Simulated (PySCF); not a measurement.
Electronic absorption of C5H13NO3Si

Compound: C₅H₁₃NO₃Si.
SMILES: `CO[SiH2]OCC(=O)N(C)C`

Level of theory: TDDFT wB97X-D/def2-SVPD, vertical, gas phase, core orbitals frozen in the response in PySCF. The structure is a single PBE0-D3(BJ)/def2-SVP conformer in the gas phase; no vibrational or solvent corrections.

Q: List the vertical singlet excitations with oscillator strengths and describe the spectrum.

A: 

| state | E (eV) | λ (nm) | ν̃ (cm⁻¹) | f | main configurations (H = HOMO, L = LUMO) |
| --- | --- | --- | --- | --- | --- |
| S1 | 6.37 | 194.6 | 51390 | 0.0005 | H-4→L+1 (57%), H-3→L+1 (22%) |
| S2 | 7.06 | 175.7 | 56900 | 0.171 | H-2→L+1 (88%) |
| S3 | 7.15 | 173.4 | 57680 | 0.211 | H-1→L+1 (44%), H→L+1 (20%), H-3→L+1 (12%) |
| S4 | 7.17 | 172.8 | 57870 | 0.063 | H-2→L (54%), H-1→L (11%), H-1→L+1 (8%) |
| S5 | 7.51 | 165.0 | 60610 | 0.035 | H→L+2 (36%), H→L (15%), H-2→L (9%) |
| S6 | 7.64 | 162.2 | 61640 | 0.0054 | H→L+2 (19%), H-1→L (18%), H-1→L+2 (16%) |
| S7 | 7.97 | 155.5 | 64290 | 0.033 | H→L+4 (41%), H→L+1 (19%) |
| S8 | 8.01 | 154.8 | 64610 | 0.0085 | H→L+1 (36%), H→L+4 (18%), H-5→L+1 (13%) |
| S9 | 8.09 | 153.2 | 65280 | 0.0091 | H-5→L+1 (32%), H-4→L (17%), H-3→L (12%) |
| S10 | 8.11 | 153.0 | 65380 | 0.0053 | H-5→L+1 (34%), H-4→L+1 (10%), H→L+1 (10%) |

Triplets, Tamm–Dancoff:

```csv
state,E (eV),λ (nm),"main configurations (H = HOMO, L = LUMO)"
T1,5.32,232.9,"H-2→L+1 (58%), H-1→L+1 (22%)"
T2,5.97,207.7,"H-4→L+1 (59%), H-3→L+1 (22%)"
T3,6.87,180.5,"H-2→L+1 (35%), H-1→L+1 (30%), H-3→L+1 (16%)"
T4,7.14,173.5,"H-2→L (63%), H-1→L (15%), H→L (8%)"
```

The lowest singlet lies at 6.37 eV (195 nm, vacuum ultraviolet) and is very weak; its leading configuration is HOMO-4→LUMO+1 (57%). The strongest level in the table is S3 at 7.15 eV (173 nm, f = 0.211). Löwdin shares by element: HOMO oxygen 52% or more, carbon 11% or more, silicon 8%, hydrogen 8% or more (atoms not listed hold the other 20%); LUMO carbon 41% or more, hydrogen 8% or more (atoms not listed hold the other 51%). Weighted by f, the mean energy of these states is 7.24 eV. The oscillator strengths of these states sum to 0.541; summed over the whole spectrum of an exact calculation they would give the number of electrons, 88 (Thomas–Reiche–Kuhn). The listed states span 1.73 eV, and the widest gap between neighbours is 0.68 eV (S1 to S2). The vertical ionisation energy (ΔSCF) is 9.41 eV, 1.31 eV above S10. Only the lowest 10 singlets were computed, as vertical energies without vibronic structure.
